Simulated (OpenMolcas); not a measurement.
## Ions of charge +3 along the 4f row with 6 water ligands in octahedral coordination

- Program: OpenMolcas 26.06
- Method: CASSCF
- Spin-orbit coupling: RASSI with atomic mean-field integrals over the reference wave functions

The f shell is active. Anionic complexes are neutralised by point charges behind the ligands. Distances were set from a Shannon-type radius of the metal (high-spin where two are listed) plus a fixed donor radius (H2O 1.36 Å). Ligand basis ANO-RCC-VDZP, DKH2 Hamiltonian. States (labels of O, taken over from Oh, the nearest higher group). Energies in cm-1 above the lowest state or level, χT in cm3 K/mol; under a threefold ground state the first gap can be a small split of the lowest multiplet, not the spin-orbit step. Free-ion χT is g² J(J+1) / 8 for Hund's level.

```csv
Ion,Shell,R (Å),Metal basis,Ground state,First state of that spin,First gap with spin-orbit (degeneracies),Width of lowest J,χT at 300 K,Free-ion χT
Ce3+,4f1,2.37,ANO-RCC-VDZP,2A2,2T2 401.6,"790.5 (2, 4)",790,0.464,0.804
Pm3+,4f4,2.33,ANO-RCC-VDZP,5T2,5A1 4.2,"254.2 (3, 1)",323,0.899,0.900
Eu3+,4f6,2.31,ANO-RCC-VDZP,7T1,7A2 584.5,"363.2 (1, 3)",,1.348,0
Gd3+,4f7,2.3,ANO-RCC-VDZP,8A1,,,,7.851,7.875
```

χT departs most from the free-ion value for Eu3+, by +1.348 cm3 K/mol.

High states are left out of the spin-orbit mixing, which shifts the levels that they would mix with (holds for Pm3+; Eu3+). Without dynamic correlation the ligand-field splitting of an f shell can come out too small, at times by half (holds for Pm3+; Eu3+). No quartet enters the spin-orbit mixing, so the splitting and order within the octet and the sextets are unsound, and g values and χT are rough (holds for Gd3+). No measured value stands beside these numbers; the geometry was imposed, not optimised, and the real ion may take another.
